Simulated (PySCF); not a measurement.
Si(F)4(OH2)2 (F4H4O2Si), SMILES O->[Si](<-O)(F)(F)(F)F (connectivity only; charge and spin as stated), neutral, multiplicity 1.

Geometry: PBE0-D3(BJ)/def2-SVP. The values are those of a single conformer.

Method: PBE/def2-TZVP in PySCF.

Isolated molecule, no solvent.

Task: Estimate the frontier levels, gap, dipole moment and polarisability. (The exact figures need the calculation; the answer reports its results.)

Result: 
The highest occupied level comes out as -8.25 eV and the lowest empty level is -1.01 eV. The orbital gap comes out as 7.24 eV and the dipole moment comes out as 4.59 D. The quadrupole, principal values (traceless, Buckingham form, about the centre of nuclear charge) is -8.67, -7.75, 16.41 D·Å and the mean static polarisability comes out as 37.8 bohr³ (5.61 Å³). The polarisability, principal values comes out as 35.8, 37.2, 40.5 bohr³.
